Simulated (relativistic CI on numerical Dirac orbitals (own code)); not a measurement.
**Hyperfine structure of Kr XXX, mass number 83**

Method of calculation: Dirac-Coulomb-Breit CI, orbitals from a KLI potential per configuration, a model potential for QED, unscaled Slater integrals (own radial code, finite nucleus).

Configuration list (outside the closed core 1s2): 2s²2p³, 2s2p⁴, 2p⁵, 2p⁴3s, 2p⁴3p, 2p⁴3d, 2s²2p²3s, 2s²2p²3p, 2s²2p²3d, 2s2p³3s, 2s2p³3p, 2s2p³3d, 2s²2p²4s, 2s²2p²4p, 2s²2p²4d, 2s²2p²4f. Levels of other configurations are missing.

Nuclear spin I = 9/2, μ = -0.97073 μN, Q = 0.259 b (tables of Stone and Pyykkö). The electronic factors are computed for point nuclear moments, without core polarisation or the Bohr-Weisskopf and QED corrections.

| Level | E (eV) | A (GHz) | B (GHz) |
| --- | --- | --- | --- |
| 2s²2p³ ²D°3/2 | 47.779 | -4.905 | 18.8 |
| 2s²2p³ ²D°5/2 | 60.691 | -33.71 | -0.148 |
| 2s²2p³ ²P°1/2 | 77.205 | -97.7 |  |
| 2s²2p³ ²P°3/2 | 123.545 | -18.86 | -44.2 |
| 2s2p⁴ ⁴P5/2 | 172.570 | -76.08 | 26.8 |
| 2s2p⁴ ⁴P3/2 | 204.580 | -15.23 | -28.1 |
| 2s2p⁴ ⁴P1/2 | 205.988 | -237 |  |
| 2s2p⁴ ²D3/2 | 243.410 | -19.73 | -34.1 |

Levels with J = 0, under 50 % of one LS term, or S terms without an open s electron are left out. Small factors come from cancelling terms and can be off by tens of per cent or more.

At this charge energies of transitions that change n are usually good to better than 1 %, and those within a shell (Δn = 0) to a few per cent.

Q: Give the hyperfine levels of 2s²2p³ ²D°5/2 relative to its centre of gravity.

A: With K = F(F + 1) − I(I + 1) − J(J + 1), E = AK/2 + B[¾K(K + 1) − I(I + 1)J(J + 1)]/[2I(2I − 1)J(2J − 1)]: F = 2: 463.5, F = 3: 362.4, F = 4: 227.6, F = 5: 59.04, F = 6: -143.3, F = 7: -379.3 GHz.

LS names give the leading component of a level, which can be under half, so a name can repeat, a term be missing and a line seem to break the LS rules.
